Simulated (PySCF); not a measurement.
# Ionisation energy of Pd by level of theory

Pd [Kr] 4d10 (1S) → Pd⁺ [Kr] 4d9 (2D), as a difference of total energies. Computed with PySCF 2.14 in def2-TZVP with the def2 core potential (28 electrons), with a scalar-relativistic core potential. Correlated levels: valence: 4s2 4p6 frozen. The calculations carry no spin-orbit coupling.

| method | ionisation energy (eV) |
| --- | --- |
| UHF | 6.281 |
| r2SCAN | 8.399 |
| PBE0 | 8.359 |
| MP2 (valence) | 7.982 |
| SCS-MP2 (valence) | 7.805 |

Task: How much does correlation contribute at MP2 (valence)?

Result: 7.982 − (6.281) = 1.701 eV, measured against UHF.

Errors of the correlated levels include the incompleteness of this basis and the frozen core.

For comparison: 8.512 eV (measured; NIST levels, between the centres of gravity of the two terms).
